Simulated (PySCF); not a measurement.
How methods differ on the ionisation energy of Cs¹⁶⁺

Cs¹⁶⁺ [Kr] 4d3 (4F) → Cs¹⁷⁺ [Kr] 4d2 (3F), as a difference of total energies. All numbers are calculated (PySCF 2.14, the spin-free X2C one-electron Hamiltonian (Gaussian nucleus), in an uncontracted even-tempered set (20 s from 0.68 bohr⁻², ratio 2.5; 15 p from 0.88 bohr⁻², ratio 2.5; 10 d from 0.88 bohr⁻², ratio 2.5; 4 f from 4.2 bohr⁻², ratio 2.7; 4 g from 6.4 bohr⁻², ratio 2.7)). Correlated levels: outer shells: [Ar] 3d10 frozen; virtual orbitals above 40 to 60 times the deepest correlated orbital energy dropped. The calculations carry no spin-orbit coupling.

```
                method  ionisation energy (eV)
                   UHF                  413.05
                   LDA                  414.29
                   PBE                  414.23
                  PBE0                  414.34
                r2SCAN                  414.69
    MP2 (outer shells)                  413.74
SCS-MP2 (outer shells)                  413.56
```

Problem. How much does correlation contribute at MP2 (outer shells)?

Solution. 413.74 − (413.05) = 0.69 eV, measured against UHF.

A first-order spin-orbit estimate (lowest level to lowest level, LS coupling) adds -0.082 eV.

Breit and QED terms and the two-electron picture change are absent.

For comparison: 413 ± 3 eV (theoretical estimate listed by NIST; NIST Atomic Spectra Database, ionization energies).
